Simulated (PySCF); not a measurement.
**TDDFT excited states: C6H14Ge**

Species: C₆H₁₄Ge.
SMILES with atom numbers: `[CH3:1][C@H:2]1[CH2:3][CH2:4][CH2:5][GeH2:6][CH2:7]1` (hydrogens: H8, H9, H10 on C1; H11 on C2; H12, H13 on C3; H14, H15 on C4; H16, H17 on C5; H18, H19 on Ge6; H20, H21 on C7)

Method used: TDDFT CAM-B3LYP/def2-SVPD, vertical, gas phase, core orbitals frozen in the response in PySCF 2.14.0, density-fitted response routines. One conformer (not necessarily the lowest) at the PBE0-D3(BJ)/def2-SVP geometry, without solvent, vibrations or thermal averaging. The CAM-B3LYP/def2-SVPD calculation is non-relativistic and has no spin–orbit coupling, an omission that weighs most on germanium.

Task: What does the calculation give for the low-lying excited states?

Result: 

```json
{"state": "S1", "E (eV)": "7.37", "ν̃ (cm⁻¹)": "59430", "f": "0.0073", "|μ| (D)": "0.51", "main configurations (H = HOMO, L = LUMO)": "H→L (86%)"}
{"state": "S2", "E (eV)": "7.62", "ν̃ (cm⁻¹)": "61500", "f": "0.027", "|μ| (D)": "0.96", "main configurations (H = HOMO, L = LUMO)": "H→L+1 (71%), H→L+2 (10%), H-1→L (9%)"}
{"state": "S3", "E (eV)": "8.00", "ν̃ (cm⁻¹)": "64560", "f": "0.026", "|μ| (D)": "0.93", "main configurations (H = HOMO, L = LUMO)": "H→L+2 (40%), H-1→L (21%), H→L+4 (12%)"}
{"state": "S4", "E (eV)": "8.07", "ν̃ (cm⁻¹)": "65120", "f": "0.041", "|μ| (D)": "1.16", "main configurations (H = HOMO, L = LUMO)": "H-1→L (41%), H→L+2 (26%), H→L+3 (23%)"}
{"state": "S5", "E (eV)": "8.16", "ν̃ (cm⁻¹)": "65800", "f": "0.088", "|μ| (D)": "1.68", "main configurations (H = HOMO, L = LUMO)": "H-1→L+1 (57%), H→L+5 (9%)"}
{"state": "S6", "E (eV)": "8.17", "ν̃ (cm⁻¹)": "65880", "f": "0.0024", "|μ| (D)": "0.28", "main configurations (H = HOMO, L = LUMO)": "H→L+3 (64%), H-1→L (12%), H→L+2 (8%)"}
{"state": "S7", "E (eV)": "8.40", "ν̃ (cm⁻¹)": "67730", "f": "0.061", "|μ| (D)": "1.39", "main configurations (H = HOMO, L = LUMO)": "H→L+4 (39%), H-1→L+2 (24%)"}
{"state": "S8", "E (eV)": "8.50", "ν̃ (cm⁻¹)": "68540", "f": "0.058", "|μ| (D)": "1.34", "main configurations (H = HOMO, L = LUMO)": "H→L+5 (62%), H-1→L+1 (11%)"}
{"state": "S9", "E (eV)": "8.54", "ν̃ (cm⁻¹)": "68890", "f": "0.094", "|μ| (D)": "1.71", "main configurations (H = HOMO, L = LUMO)": "H-2→L (65%), H-2→L+2 (11%)"}
{"state": "S10", "E (eV)": "8.55", "ν̃ (cm⁻¹)": "68990", "f": "0.029", "|μ| (D)": "0.94", "main configurations (H = HOMO, L = LUMO)": "H-2→L+1 (39%), H→L+7 (11%), H-1→L+2 (9%)"}
```

Triplets (Tamm–Dancoff): T1 7.18 eV, H→L (40%), H→L+1 (35%); T2 7.22 eV, H→L (42%), H→L+1 (32%), H→L+4 (11%); T3 7.65 eV, H→L+2 (36%), H-1→L+1 (21%); T4 7.70 eV, H-1→L (65%).

The lowest singlet comes at 168 nm (711 kJ/mol) in the vacuum ultraviolet; it is weak; its leading configuration is HOMO→LUMO (86%). The strongest level in the table is S9 at 8.54 eV (145 nm, f = 0.094). Löwdin shares by element: HOMO carbon 48% or more, germanium 18% (atoms not listed hold the other 34%); LUMO germanium 34%, carbon 9% or more, hydrogen 7% or more (atoms not listed hold the other 50%). Weighted by f, the mean energy of these states is 8.28 eV. The oscillator strengths of these states sum to 0.433; summed over the whole spectrum of an exact calculation they would give the number of electrons, 82 (Thomas–Reiche–Kuhn). Orbital energies (eV): HOMO-3 -10.45, HOMO-2 -10.16, HOMO-1 -9.51, HOMO -8.90, LUMO 1.24, LUMO+1 1.55, LUMO+2 1.71. The vertical ionisation energy (ΔSCF) is 9.56 eV, 1.01 eV above S10. Only the lowest 10 singlets were computed, as vertical energies without vibronic structure.
